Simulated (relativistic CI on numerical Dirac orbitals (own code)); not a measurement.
How well does a small relativistic CI reproduce Cr+?

Computed by Dirac-Coulomb-Breit CI, separate exchange-only KLI orbitals for each configuration, model QED (radiative potential, 1s self-energy scaled to tabulated hydrogen-like ionisation energies), valence Slater integrals scaled by 0.85, configuration energies shifted to the measured levels that pair with them (semi-empirical) (own radial code, finite nucleus).

Configuration list (outside the closed core [Ar]): 3d⁵, 3d⁴4s, 3d⁴4p, 3d³4s4p, 3d³4s², 3d⁴5s, 3d⁴4d, 3d⁴5p, 3d⁴4f, 3d⁴5d, 3d⁴5f, 3d⁴5g, 3d³4s5s, 3d³4p². Levels of other configurations are missing.

```csv
Configuration,Term (tabulated),J,Measured (cm⁻¹),Computed,Error,Purity (%)
3d⁵,a 6S,5/2,0.0,0,0,99
3d⁴4s,a 6D,1/2,11961.8,11962,0,100
3d⁴4s,a 6D,3/2,12032.6,12029,-4,100
3d⁴4s,a 6D,5/2,12147.8,12138,-10,100
3d⁴4s,a 6D,7/2,12303.9,12286,-17,100
3d⁴4s,a 6D,9/2,12496.4,12470,-26,100
3d⁴4s,a 4D,1/2,19528.2,20319,791,93
3d⁴4s,a 4D,3/2,19631.2,20419,787,93
3d⁴4s,a 4D,5/2,19797.9,20580,783,92
3d⁴4s,a 4D,7/2,20024.0,20799,775,92
3d⁵,a 4G,5/2,20512.1,21765,1253,98
3d⁵,a 4G,11/2,20512.1,21760,1247,98
3d⁵,a 4G,7/2,20517.8,21767,1249,98
3d⁵,a 4G,9/2,20519.3,21766,1247,98
3d⁵,a 4P,5/2,21822.5,24326,2503,94
3d⁵,a 4P,1/2,21823.8,24300,2476,94
3d⁵,a 4P,3/2,21824.1,24311,2487,94
3d⁴4p,z 6F°,1/2,46823.4,46813,-11,100
3d⁴4p,z 6F°,3/2,46905.2,46887,-18,100
3d⁴4p,z 6F°,5/2,47040.3,47010,-30,100
3d⁴4p,z 6F°,7/2,47227.2,47180,-47,100
3d⁴4p,z 6F°,9/2,47464.6,47396,-69,100
3d⁴4p,z 6F°,11/2,47751.6,47656,-96,100
3d⁴4p,z 6P°,3/2,48398.9,48403,4,99
3d⁴4p,z 6P°,5/2,48491.1,48497,6,99
3d⁴4p,z 6P°,7/2,48632.1,48632,0,100
3d⁴4p,z 4P°,1/2,48749.4,49760,1010,69
3d⁴4p,z 4P° †,3/2,49005.9,49904,898,81
3d⁴4p,z 6D° †,5/2,49351.8,49468,116,94
3d⁴4p,z 6D° †,1/2,49492.8,49139,-354,70
3d⁴4p,z 6D° †,3/2,49564.6,49286,-279,82
3d⁴4p,z 6D° †,7/2,49645.8,49653,7,99
3d⁴4p,z 4P° †,5/2,49706.3,50172,466,93
3d⁴4p,z 6D°,9/2,49838.4,49839,0,99
3d³4s4p,y 6D°,1/2,81649.2,81993,344,97
3d³4s4p,y 6D°,3/2,81707.9,82059,351,95
3d³4s4p,y 6F°,1/2,81735.0,81709,-26,98
3d³4s4p,y 6D°,5/2,81816.3,82167,350,92
3d³4s4p,y 6F°,3/2,81824.4,81785,-39,96
3d³4s4p,y 6F°,5/2,81962.3,81912,-51,93
3d³4s4p,y 6D°,7/2,81978.1,82315,337,88
3d³4s4p,y 6F°,7/2,82143.1,82090,-54,89
3d³4s4p,y 6D°,9/2,82192.6,82498,305,86
3d³4s4p,y 6F°,9/2,82362.2,82320,-43,87
3d³4s4p,y 6F°,11/2,82612.7,82613,0,99
```

Measured levels from NIST Handbook of Basic Atomic Spectroscopic Data (Sansonetti and Martin, J. Phys. Chem. Ref. Data 34, 1559 (2005)); pairs were made by configuration, J and term (by order where the table uses no LS term), so strongly mixed levels may be paired wrongly.

Mean error by configuration (cm⁻¹): 3d⁴4s 342; 3d⁵ 1780; 3d⁴4p 68; 3d³4s4p 134. Over the excited levels the mean absolute error is 496 cm⁻¹ (44 of the 44 excited levels that our extract of the source holds in range could be paired), and the median relative error of those above 1,000 cm⁻¹ is 0.17 %, both after the shifts were fitted to these levels, so that a configuration with one level shows no error. † marks terms whose computed intervals miss the measured ones by more than a factor of 2.5, or configurations far off the rest, from wrong mixing, a near crossing or a doubtful label or measurement; they are left out of the means.

Transition probabilities of persistent lines. The last column rescales the computed rate by the cube of measured over computed energy:

| λ measured (Å) | Lower | Upper | A tabulated (s⁻¹) | A computed | A rescaled |
| --- | --- | --- | --- | --- | --- |
| 2055.59 air | 3d⁵ a 6S5/2 | 3d⁴4p z 6P°7/2 | 1.20e+08 | 1.45e+08 | 1.45e+08 |
| 2061.54 air | 3d⁵ a 6S5/2 | 3d⁴4p z 6P°5/2 | 1.20e+08 | 1.43e+08 | 1.43e+08 |
| 2065.46 air | 3d⁵ a 6S5/2 | 3d⁴4p z 6P°3/2 | 1.20e+08 | 1.43e+08 | 1.43e+08 |
| 2835.63 air | 3d⁴4s a 6D9/2 | 3d⁴4p z 6F°11/2 | 2.00e+08 | 2.80e+08 | 2.82e+08 |
| 2843.24 air | 3d⁴4s a 6D7/2 | 3d⁴4p z 6F°9/2 | 6.40e+07 | 2.25e+08 | 2.26e+08 |
| 2849.83 air | 3d⁴4s a 6D5/2 | 3d⁴4p z 6F°7/2 | 9.20e+07 | 1.75e+08 | 1.76e+08 |
| 2862.57 air | 3d⁴4s a 6D7/2 | 3d⁴4p z 6F°7/2 | 6.30e+07 | 9.47e+07 | 9.49e+07 |

Configurations whose levels could be paired with our table of measured levels were shifted onto them, all but the ground configuration, by the median error of their levels; single terms can still be off by 1,000 to 2,000 cm⁻¹ or more, and rates follow the energies as ν³ (E1, M1) or ν⁵ (E2). The others borrow a shift and can be off by several thousand cm⁻¹ or more. The fine structure of a lone outer electron comes out too small, for d and f at times inverted, and misplaced configurations move strength between like terms. 44 of the 44 excited levels that our extract of the measured tables holds in this range could be paired (the sources list more); they are missed by 477 cm⁻¹ on average and 2503 at most, after the shifts were fitted to these levels, and levels without a partner can miss by more.

Shifts applied (cm⁻¹): 3d⁵ 0; 3d⁴4s 1850; 3d⁴4p 3522; 3d³4s4p 6462.
